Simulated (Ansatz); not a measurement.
Frontier orbitals of `CC(O)[SiH2]O`.

```xyz
13

C    -0.169    0.820   -1.348
C     0.641    0.223   -0.219
O     1.053   -1.093   -0.642
Si   -0.353   -0.033    1.370
O    -1.590   -1.074    1.053
H     0.421    0.848   -2.268
H    -0.476    1.839   -1.100
H    -1.070    0.232   -1.539
H     1.526    0.852   -0.043
H     1.741   -1.403   -0.046
H    -0.966    1.208    1.906
H     0.589   -0.603    2.381
H    -1.348   -1.817    0.495
```

Total charge 0; spin multiplicity 1. The structure was optimised at the PBE0-D4/def2-TZVP level. It is one conformer, not always the lowest. Basis def2-TZVPP, Ansatz.

Orbital energies of one run (eV). Highest occupied ones, from the top: -8.78, -10.22, -11.04, -11.47, -11.71, -12.32, -12.46, -13.13, -13.59, -15.04, -16.22, -17.22, -18.93, -22.82. Empty: 1.21, 1.63, 2.43, 2.71, 3.04, 3.51.

Which functional gave them?
A. ωB97M-V
B. r2SCANh
C. CAM-B3LYP
D. LDA (SPW92)

C. HOMO energies: CAM-B3LYP -8.78, ωB97M-V -9.65, LDA (SPW92) -6.03, r2SCANh -6.72 eV.
